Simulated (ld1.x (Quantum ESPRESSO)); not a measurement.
## Cr: one change to a TM potential, before and after

chromium (Cr), norm-conserving Troullier–Martins (Kleinman–Bylander form), made with ld1.x (Quantum ESPRESSO) 7.5 (LDA (PZ), scalar-relativistic). Core [Ar], reference 3d4 4s2 4p0. Waves: 4s (bound): rc 2.85 bohr; 4p (bound, empty): rc 2.30 bohr; 3d (bound): rc 1.30 bohr. Local part: all-electron potential smoothed inside 1.95 bohr (lloc = -1). Core correction: Bessel-smoothed model core inside 1.25 bohr.

Change: reference 3d3 4s0 4p0.

Cutoffs: the cutoffs (Ry, on a coarse ladder) from which the occupation-weighted sum of valence levels, in a spherical-Bessel basis at the reference potential, stays within 10 and 1 mRy of its value at 400 Ry; they do not see the model core or the augmentation charge, which bear on the density cutoff. Errors are all-electron minus pseudo energies relative to the spin-unpolarised reference configuration.

**Question.** What does the change do?

**Answer.** The potential gets neither clearly harder nor softer (120 Ry and 140 Ry → 120 Ry and 140 Ry); a bound ghost appears in s, which as a rule spoils a file; the number of tests that count goes from 8 to 5; the range in which the s phases agree narrows (upper end 0.0 → -1.8); the range in which the p phases agree narrows (upper end 1.0 → -0.2).

```csv
quantity,base,changed
"cutoff, loose",120 Ry,120 Ry
"cutoff, tight",140 Ry,140 Ry
bound ghosts,none,s
"tests counted (converged, no solver errors)",8 of 9,5 of 9
s: phases at 3.09 bohr within 0.05 rad from the reference energy up to (Ry; the scan ends near 5),0.0,-1.8
p: phases at 3.09 bohr within 0.05 rad from the reference energy up to (Ry; the scan ends near 5),1.0,-0.2
d: phases at 3.09 bohr within 0.05 rad from the reference energy up to (Ry; the scan ends near 5),0.8,-1.2
```

Base: Tests not counted: 3d5.5 4s0.5 4p0 (solver errors, printed error +1.0 eV). Changed file: Tests not counted: 3d5 4s1 4p0 (solver errors, printed error -3.9 eV); 3d4 4s1 4p0 (solver errors, printed error -440 meV); 3d4 4s2 4p0 (solver errors, printed error -13.8 eV); 3d5 4s1 4p0 (spin-polarised) (solver errors, printed error -4.0 eV). These tests converged, but a pseudo level misses the all-electron one widely, so the file describes the atom poorly there or has found another state: 3d2 4s0 4p0: empty 4s by 7.5 eV. A true bound ghost makes a file unfit for plane-wave use even where its test errors are small: the radial tests pick states by their node count and pass the ghost by. Where a test does run into it, the solver fails or the error is huge.
